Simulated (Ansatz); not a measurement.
`O=CBBr` + CH₃OH → `COBC=O` + HBr at 298.15 K and 1 bar (ligand exchange at a B–Br bond).

Computed with Ansatz on PBE0-D4/def2-TZVP structures; ΔE is electronic, products minus reactants. CCSD(T)/CBS adds triple-zeta CCSD(T) − MP2 to the extrapolated MP2 energy (def2 sets, frozen cores). This one scheme is used for every species. For Br outer-core shells are correlated without core-valence functions, which leaves a few kJ/mol of doubt a bond. Scalar relativity is left out up to krypton. Each species was taken in one conformer, which may not be the lowest.

```json
{"species": "`O=CBBr`", "CCSD(T)/CBS energy (Eh)": "-2712.53327", "H − E (kJ/mol)": "97.4", "S (J/(mol·K))": "314.1"}
{"species": "CH₃OH", "CCSD(T)/CBS energy (Eh)": "-115.61712", "H − E (kJ/mol)": "146.3", "S (J/(mol·K))": "238.2"}
{"species": "`COBC=O`", "CCSD(T)/CBS energy (Eh)": "-254.25700", "H − E (kJ/mol)": "213.8", "S (J/(mol·K))": "327.9"}
{"species": "HBr", "CCSD(T)/CBS energy (Eh)": "-2573.91920", "H − E (kJ/mol)": "24.6", "S (J/(mol·K))": "198.6"}
```

H − E and S are ideal-gas, rigid-rotor, harmonic terms from PBE0-D4/def2-TZVP, for one conformer and one mirror image of each species. 1 Eh = 2625.50 kJ/mol, R = 8.31446 J/(mol·K).

Problem. By hand: ΔE, ΔH, ΔS and ΔG.

Solution. ΔE = (-254.25700) + (-2573.91920) − (-2712.53327) − (-115.61712) = -0.02581 Eh = -67.8 kJ/mol. Δ(H − E) = 213.8 + 24.6 − 97.4 − 146.3 = -5.3, so ΔH = -73.1 kJ/mol. ΔS = 327.9 + 198.6 − 314.1 − 238.2 = -25.8 J/(mol·K). ΔG = -73.1 − 298.15 × (-25.8)/1000 = -65.4 kJ/mol.

Problem. By hand: the equilibrium constant, and the temperature at which ΔG would vanish if ΔH and ΔS stayed fixed.

Solution. log₁₀ K = −ΔG/(RT ln 10) = 11.5. ΔG = 0 at ΔH/ΔS = 2833 K, far beyond where these terms or the molecules hold.

ΔH outweighs TΔS. A doubt of 5 kJ/mol in ΔE shifts log₁₀ K by 0.9 here. Other conformers and mirror images would add mixing entropy, several J/(mol·K) or more a flexible species. Modes under 60 cm⁻¹, often nearly free rotors, make the harmonic entropy too high. These are equilibria of isolated gas molecules and say nothing of rates. Largest T1 diagnostic: 0.015 (customary marks: 0.02 for closed shells, 0.045 for open ones).
